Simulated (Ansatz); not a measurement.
Steps of a relaxation of `CC[NH][AlH2]` with RKS PBE0-D4/def2-TZVP.

```sh
$ ansatz run in.yaml --threads 2 --pin off --events-out ev --progress --plain --max-ram 4352MiB
```

```yaml
crystal:
  periodic: [false, false, false]
  atoms:
    - {symbol: C, position_ang: [-0.010132, 1.722227, -0.162936]}
    - {symbol: C, position_ang: [-0.645950, 0.409351, 0.303658]}
    - {symbol: N, position_ang: [0.316164, -0.666307, 0.500727]}
    - {symbol: Al, position_ang: [0.476596, -2.227206, -0.366052]}
    - {symbol: H, position_ang: [-0.773320, 2.518654, -0.284172]}
    - {symbol: H, position_ang: [0.510974, 1.586587, -1.132716]}
    - {symbol: H, position_ang: [0.739226, 2.085974, 0.571872]}
    - {symbol: H, position_ang: [-1.224259, 0.598991, 1.239773]}
    - {symbol: H, position_ang: [-1.394573, 0.073666, -0.446809]}
    - {symbol: H, position_ang: [0.997052, -0.430701, 1.231833]}
    - {symbol: H, position_ang: [1.677365, -3.179082, 0.087972]}
    - {symbol: H, position_ang: [-0.592243, -2.547453, -1.509249]}
basis:
  gaussian: {orbitals: def2-TZVP}
hamiltonian: {xc: pbe0, dispersion: d4}
relax: {f_tol: 0.005, max_steps: 150}
```

Positions (Å) and forces (eV/Å) along the path, 8 of 8 steps:

```xyz
12
step=1 energy=-10285.9878 eV
C    -0.010    1.722   -0.163    0.141    0.168   -0.068
C    -0.646    0.409    0.304   -0.327   -0.005    0.025
N     0.316   -0.666    0.501    0.280   -0.037    0.157
Al    0.477   -2.227   -0.366   -0.046    0.390    0.226
H    -0.773    2.519   -0.284    0.340   -0.397    0.058
H     0.511    1.587   -1.133   -0.258    0.047    0.464
H     0.739    2.086    0.572   -0.366   -0.198   -0.336
H    -1.224    0.599    1.240    0.309   -0.100   -0.445
H    -1.395    0.074   -0.447    0.384    0.160    0.339
H     0.997   -0.431    1.232   -0.434   -0.153   -0.474
H     1.677   -3.179    0.088   -0.157    0.101   -0.076
H    -0.592   -2.547   -1.509    0.134    0.025    0.129
12
step=2 energy=-10286.0271 eV
C    -0.010    1.712   -0.162    0.025    0.057   -0.012
C    -0.645    0.408    0.302   -0.091    0.009   -0.005
N     0.318   -0.658    0.499    0.097   -0.142   -0.004
Al    0.472   -2.210   -0.359   -0.024    0.239    0.129
H    -0.767    2.497   -0.285    0.102   -0.105    0.014
H     0.508    1.574   -1.119   -0.077    0.010    0.135
H     0.728    2.070    0.570   -0.108   -0.056   -0.099
H    -1.215    0.594    1.229    0.091   -0.033   -0.141
H    -1.381    0.074   -0.444    0.112    0.047    0.106
H     0.993   -0.423    1.219   -0.118   -0.039   -0.126
H     1.659   -3.163    0.080   -0.016    0.006   -0.009
H    -0.584   -2.532   -1.496    0.008    0.006    0.014
12
step=3 energy=-10286.0315 eV
C    -0.011    1.709   -0.161    0.003   -0.010    0.003
C    -0.642    0.406    0.300   -0.014    0.014   -0.001
N     0.321   -0.657    0.498    0.018   -0.027   -0.013
Al    0.471   -2.199   -0.355   -0.007    0.021    0.012
H    -0.766    2.490   -0.287   -0.006    0.000   -0.001
H     0.507    1.571   -1.113    0.007    0.001   -0.010
H     0.721    2.066    0.569    0.006    0.005    0.006
H    -1.211    0.589    1.221   -0.006   -0.002    0.009
H    -1.372    0.072   -0.444   -0.005   -0.006   -0.009
H     0.993   -0.423    1.216    0.005    0.011    0.010
H     1.655   -3.158    0.079    0.002   -0.006   -0.003
H    -0.589   -2.519   -1.488   -0.003    0.001   -0.003
12
step=4 energy=-10286.0316 eV
C    -0.011    1.708   -0.161   -0.002   -0.002    0.002
C    -0.641    0.406    0.300   -0.003    0.006   -0.005
N     0.323   -0.656    0.498    0.016   -0.015    0.007
Al    0.470   -2.199   -0.353   -0.002    0.001   -0.004
H    -0.767    2.488   -0.289   -0.002    0.003   -0.002
H     0.509    1.571   -1.112    0.001   -0.001   -0.001
H     0.719    2.067    0.570    0.000    0.001    0.001
H    -1.212    0.587    1.221   -0.001    0.000    0.001
H    -1.371    0.071   -0.445   -0.001   -0.001   -0.002
H     0.995   -0.421    1.216   -0.002    0.008    0.002
H     1.653   -3.160    0.077   -0.001   -0.003   -0.001
H    -0.590   -2.517   -1.487   -0.003    0.001    0.001
12
step=5 energy=-10286.0316 eV
C    -0.012    1.707   -0.162   -0.001    0.002    0.004
C    -0.638    0.402    0.299   -0.001    0.005    0.012
N     0.330   -0.656    0.504   -0.016   -0.001   -0.022
Al    0.469   -2.196   -0.353    0.014    0.016    0.023
H    -0.771    2.482   -0.295    0.002   -0.002    0.000
H     0.513    1.569   -1.110    0.002    0.001   -0.002
H     0.713    2.071    0.572   -0.001    0.001    0.000
H    -1.213    0.582    1.218   -0.001    0.005   -0.003
H    -1.363    0.063   -0.449    0.000   -0.006   -0.002
H     0.999   -0.413    1.222    0.006   -0.010    0.000
H     1.649   -3.165    0.070    0.000   -0.008   -0.005
H    -0.599   -2.501   -1.482   -0.003   -0.003   -0.004
12
step=6 energy=-10286.0317 eV
C    -0.012    1.708   -0.161    0.003    0.001   -0.001
C    -0.639    0.403    0.299   -0.002   -0.002   -0.003
N     0.330   -0.655    0.502    0.003    0.009    0.005
Al    0.472   -2.196   -0.353   -0.012   -0.015    0.004
H    -0.771    2.484   -0.295    0.001   -0.002    0.000
H     0.514    1.571   -1.109   -0.001    0.001    0.003
H     0.712    2.073    0.573   -0.002   -0.001   -0.002
H    -1.213    0.583    1.217    0.003   -0.002   -0.002
H    -1.363    0.064   -0.449    0.002    0.002    0.003
H     1.000   -0.415    1.220   -0.001   -0.001   -0.003
H     1.647   -3.170    0.069    0.004    0.007    0.000
H    -0.598   -2.507   -1.479    0.002    0.004   -0.004
12
step=7 energy=-10286.0317 eV
C    -0.012    1.709   -0.161    0.001   -0.002    0.000
C    -0.638    0.403    0.298    0.003    0.000    0.003
N     0.330   -0.655    0.501    0.000   -0.006   -0.003
Al    0.469   -2.198   -0.351    0.000    0.002    0.000
H    -0.772    2.484   -0.295   -0.001    0.000    0.000
H     0.515    1.572   -1.108    0.000    0.000    0.000
H     0.711    2.073    0.575    0.000    0.000    0.000
H    -1.213    0.582    1.217   -0.001    0.001    0.001
H    -1.363    0.064   -0.450    0.001    0.000   -0.001
H     1.001   -0.415    1.218   -0.002    0.004    0.000
H     1.648   -3.168    0.071    0.000    0.000    0.000
H    -0.599   -2.507   -1.479    0.000   -0.001    0.000
12
step=8 energy=-10286.0317 eV
C    -0.012    1.709   -0.161    0.000   -0.001    0.000
C    -0.638    0.403    0.298    0.000    0.000    0.000
N     0.330   -0.655    0.500    0.000    0.000    0.001
Al    0.469   -2.198   -0.351    0.000    0.000    0.000
H    -0.772    2.484   -0.295    0.000    0.000    0.000
H     0.515    1.572   -1.108    0.000    0.000    0.000
H     0.711    2.073    0.575    0.000    0.000    0.000
H    -1.213    0.582    1.217    0.000    0.000    0.000
H    -1.363    0.065   -0.450    0.000    0.000    0.000
H     1.001   -0.415    1.217   -0.001    0.000   -0.001
H     1.649   -3.167    0.071    0.000    0.000    0.000
H    -0.599   -2.508   -1.479    0.000    0.000    0.000
```

It took 39 s on 2 threads of an Arm Neoverse V1 on a shared host, with 0.4 GiB of host memory at the peak.
